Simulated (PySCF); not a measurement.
## Structure from 2D NMR

Compound of formula C6H12O2. Correlations simulated from computed shifts and the bond graph:

HSQC (one-bond C–H):
```tsv
δH	δC
6.30	145.4
5.38	122.2
5.31	122.2
3.87	114.6
3.51	57.0
2.32	43.5
```

COSY cross peaks (H two or three bonds apart, from the bond graph; peaks can be absent where the dihedral angle is near 90°):
```tsv
δH	δH
6.30	5.38
6.30	5.31
6.30	2.32
5.38	5.31
3.87	2.32
```

HMBC (two and three bonds, from the bond graph; two-bond peaks within aromatic rings are usually weak or absent):
```tsv
δH	δC
6.30	122.2, 114.6, 43.5
5.38	145.4, 43.5
5.31	145.4, 43.5
3.87	145.4, 57.0, 43.5
3.51	114.6
2.32	145.4, 122.2, 114.6
```

Non-relativistic, one computed conformer, in vacuum, rapidly exchanging positions averaged. Geometry: GFN2-xTB; GIAO PBE0/pcSseg-1 shieldings; PySCF 2.14.

Referencing at the same level of theory: 1H (31.72 ppm) and 13C (186.93 ppm) against TMS.

Exchangeable hydrogens are left out of these lists.

Problem. Work out the connectivity.

Solution. SMILES C=CCC(OC)OC.

Mapped SMILES: `[CH2:1]=[CH:2][CH2:3][CH:4]([O:5][CH3:6])[O:7][CH3:8]`; H(Xn) means a hydrogen on atom n. Ha(C1) is cis to C3; Hb(C1) is trans to C3.

- δC 145.4 is C2, an alkene CH (δH 6.30).
- δC 122.2 is C1, a terminal =CH2 carbon (δH 5.38, 5.31).
- δC 114.6 is C4, an sp3 carbon bearing two oxygens (δH 3.87).
- δC 57.0 is C6/C8, a methyl carbon bonded to O (δH 3.51).
- δC 43.5 is C3, an allylic sp3 CH2 (δH 2.32).
- COSY links 6.30–5.38, 6.30–5.31, 6.30–2.32, 5.38–5.31, 3.87–2.32.

This is the structure that produced the data.

Shifts are as computed. Against solution values, carbons near 30 ppm lie about +3 ppm off and those near 130 ppm about +5 ppm (rms about the fit 2.1 ppm; single classes can miss by 10 ppm). Of 1328 compounds with measured shifts, 309 miss one by over three times the rms of a fit or turn the order of signals round; such compounds aren't used in these exercises. Signals without a measured value on file couldn't be tested in this way; 1H shifts scatter by 0.2 ppm about their fit, and single ones miss by 0.5 ppm.
